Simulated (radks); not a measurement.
Problem. The mean radii <r> (bohr) of the occupied orbitals of an atom or ion are listed with their occupations. All-electron calculation, Dirac Kohn-Sham, HCTH/407, spin-unpolarised, spherical densities, finite nucleus; Fermi nuclear charge, rms radius of each element as measured or else 0.836 A^(1/3) + 0.57 fm. Program: a radial shooting solver on a logarithmic mesh with Libxc functionals.

| orbital | occ. | <r> |
|---|---|---|
| 1s1/2 | 2 | 0.02233 |
| 2s1/2 | 2 | 0.09461 |
| 2p1/2 | 2 | 0.07906 |
| 2p3/2 | 4 | 0.08579 |
| 3s1/2 | 2 | 0.2491 |
| 3p1/2 | 2 | 0.2387 |
| 3p3/2 | 4 | 0.2516 |
| 3d3/2 | 4 | 0.2233 |
| 3d5/2 | 6 | 0.2273 |
| 4s1/2 | 2 | 0.5639 |
| 4p1/2 | 2 | 0.5760 |
| 4p3/2 | 4 | 0.6047 |
| 4d3/2 | 4 | 0.6402 |
| 4d5/2 | 6 | 0.6501 |
| 5s1/2 | 2 | 1.314 |
| 5p1/2 | 2 | 1.440 |
| 5p3/2 | 4 | 1.512 |
| 4f5/2 | 5 | 0.8123 |

Name the element and its charge. Open shells, if any, fill j = l - 1/2 first.

Solution. Z = 63, europium, charge +4: Eu4+ in [Xe] 4f5. The 1s radius gives Z: for a bare nucleus <r> = (2 gamma + 1)/(2Z) with gamma = sqrt(1 - (Z/c)^2), 0.02203 bohr for Z = 63, and screening makes it slightly larger (0.02233 here). The occupations add up to 59, and the charge is Z minus that.
